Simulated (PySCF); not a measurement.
# Spinor energies of Co⁷⁺ (cobalt, charge +7)

Start: [Ar] 3d2; 3d3/2 filled at m_j = +1/2, +3/2. Calculated with PySCF 2.14 in an even-tempered Gaussian basis (18 s from 0.34 bohr⁻², ratio 2.8; 12 p from 0.45 bohr⁻², ratio 2.8; 8 d from 0.45 bohr⁻², ratio 2.8; 4 f from 1.5 bohr⁻², ratio 3): generalised Hartree-Fock with the X2C-1e Hamiltonian and a Gaussian nucleus; one run each with spin-orbit coupling (SO) switched off, then screened by Boettger's factors.

```
spinor shell  electrons  ε, spin-free (eV)  ε, screened SO (eV)  weight of nominal j (screened SO)  rms radius, screened SO (bohr)
       1s1/2          2            -7928.1              -7928.0                              1.000                          0.0649
       2s1/2          2            -1120.3              -1120.2                              1.000                           0.276
       2p1/2          2            -977.57              -988.63                              0.990                           0.247
       3s1/2          2            -263.80              -263.78                              1.000                           0.780
       3p1/2          2            -217.54              -223.79                              0.650                           0.800
       3p3/2          4            -217.54              -214.42                              0.825                           0.809
       3d3/2          2            -158.44              -158.52                              0.766                           0.816
```

Q: Where does 2p3/2 lie, and what is the 2p spin-orbit splitting (screened SO)?

A: At -972.09 eV, 16.534 eV above 2p1/2.

```tsv
quantity	spin-free	screened SO
E (hartree)	-1376.69403	-1376.72808
M_J	2	2
⟨J²⟩	8.004	7.518
⟨L²⟩	12.003	11.964
⟨S²⟩	2.001	1.987
```

The determinant has a definite M_J but mixes levels of different J.

Each row is a mean over spinors that exchange with the open shell spreads, by up to 6.093 eV (3p1/2).

Rows whose weight is well below 1 are mixtures of j = l ± 1/2: exchange outweighs spin-orbit coupling there, and the label is only the starting occupation.

Without spin-orbit coupling the j labels of p, d and f shells carry no meaning; the spin-free column gives the mean over the occupied spinors of each nl shell, and its ⟨J²⟩ belongs to a mixture of degenerate components.
